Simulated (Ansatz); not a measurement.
Reaction (formal loss of a carbene): `C[SiH](S)CF` → `[CH2]` (triplet) + `FC[SiH2]S`

Program: Ansatz. Geometries: PBE0-D4/def2-TZVP. ΔE: electronic, gas phase. CCSD(T)/CBS adds triple-zeta CCSD(T) − MP2 to the extrapolated MP2 energy (def2 sets, frozen cores). This one scheme is used for every species. Functionals use def2-TZVPP. Triplets are unrestricted, without spin–orbit coupling. One conformer a species, not always the lowest.

| level | ΔE (eV) |
| --- | --- |
| ωB97M-V | 5.07 |
| r2SCAN | 4.80 |
| CAM-B3LYP | 4.92 |
| HF/CBS(def2) | 3.44 |

Task: What does CCSD(T)/CBS give? (Estimate.)

Result: The calculation gave: +5.03 eV. The listed levels differ from it by 0.04, -0.23, -0.11, -1.59 eV.

Largest T1 diagnostic among the species: 0.011.

From PBE to PBE0 (25 % exact exchange), in def2-TZVPP and without D4, ΔE moves by −0.08 eV. At CCSD(T), def2-SVP lies −0.31 eV from the extrapolated value and def2-TZVPP −0.13 eV.
